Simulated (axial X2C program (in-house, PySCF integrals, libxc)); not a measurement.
## Spin–orbit effects down a group: molecules with Br, PBE0

Calculated with an axial X2C code built on PySCF integrals, spin-free (one-electron X2C) or two-component (2c: spin–orbit coupling with atomic mean-field Coulomb and Gaunt terms, which also bring small scalar terms), in Dyall basis sets with cores contracted in-house; open shells are unrestricted.

Basis sets: Be dyall-cv3z, Br dyall-cv3z, Ca dyall-cv3z, Mg dyall-cv3z, Sr dyall-cv3z.

```json
{"molecule": "BeBr", "spin-free state": "M_S = 1/2, Λ = 0", "Re (Å)": "1.955", "ωe (cm⁻¹)": "711.5", "De (eV)": "3.65", "2c state": "Ω = 1/2", "Re 2c (Å)": "1.955", "ωe 2c (cm⁻¹)": "710.5", "De 2c (eV)": "3.54"}
{"molecule": "MgBr", "spin-free state": "M_S = 1/2, Λ = 0", "Re (Å)": "2.359", "ωe (cm⁻¹)": "366.4", "De (eV)": "2.89", "2c state": "Ω = 1/2", "Re 2c (Å)": "2.360", "ωe 2c (cm⁻¹)": "365.7", "De 2c (eV)": "2.79"}
{"molecule": "CaBr", "spin-free state": "M_S = 1/2, Λ = 0", "Re (Å)": "2.585", "ωe (cm⁻¹)": "286.6", "De (eV)": "3.86", "2c state": "Ω = 1/2", "Re 2c (Å)": "2.586", "ωe 2c (cm⁻¹)": "286.3", "De 2c (eV)": "3.76"}
{"molecule": "SrBr", "spin-free state": "M_S = 1/2, Λ = 0", "Re (Å)": "2.728", "ωe (cm⁻¹)": "216.4", "De (eV)": "3.88", "2c state": "Ω = 1/2", "Re 2c (Å)": "2.729", "ωe 2c (cm⁻¹)": "216.2", "De 2c (eV)": "3.78"}
```

(1) Work out the shifts from the spin-free to the two-component result.

Each entry is the lowest single determinant of a limited PBE0 search at one distance. De goes to single-determinant-based atoms at the same level (for ions the charge split of lowest energy) and is withheld (n/a) where an atom does not fit its ground term or J level. Main or longest-lived isotopes. The functionals have no current term, which raises determinants with orbital currents.

Answers

(1) 

```
molecule  2c state  ΔRe (Å)  Δωe (cm⁻¹)  ΔDe (eV)
    BeBr   Ω = 1/2    0.000        -1.0     -0.11
    MgBr   Ω = 1/2    0.001        -0.7     -0.10
    CaBr   Ω = 1/2    0.001        -0.3     -0.10
    SrBr   Ω = 1/2    0.001        -0.2     -0.10
```

Shifts of one unit in the last digit are rounding.
